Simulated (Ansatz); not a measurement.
Sc₃⁺, relaxed as a quintet with UKS r2SCAN-D4/def2-TZVP in Ansatz, starting from the r2SCAN-D4/def2-TZVP geometry of the charge +1 singlet. Force threshold 0.02 eV/Å.

The charge 1 quintet is spin-contaminated (final ⟨S²⟩ up to 6.42, 6.00 for a pure state). The relaxation made no stability test and no search for a lower SCF solution. At r2SCAN-D4/def2-TZVP a triplet of charge 1 lies 0.06 eV below the quintet, each at its own geometry. That triplet is doubtful there (⟨S²⟩ 3.37, where a pure state has 2.00). The structure comes from a short search, and lower isomers may exist.

Start:

```csv
atom,x (Å),y (Å),z (Å)
Sc1,0.757,-0.677,1.026
Sc2,-1.382,-0.869,-0.571
Sc3,0.625,1.546,-0.455
```

```tsv
step	energy (eV)	largest force component (eV/Å)	SCF passes
1	-62086.4557	0.215	85
2	-62086.4675	0.060	59
3	-62086.4685	0.017	42
4	-62086.4687	0.010	49
5	-62086.4687	0.003	41
```

Force components are those of the run's own axes.

End:

Cartesian coordinates in Å:
```
Sc 0.7708 -0.7114 1.0584
Sc -1.3594 -0.8293 -0.5776
Sc 0.5886 1.5407 -0.4808
```

By distances, no bond broke or formed. The bond that changes most is Sc2–Sc3, from 3.14 to 3.07 Å (atoms count from 1).

The force fell under the threshold at step 3, but the optimiser went on. No frequencies were taken in this run, so the end may be a saddle point.

Hardware: 4 threads of Arm Neoverse V1 on a shared host. Wall time 34 s.
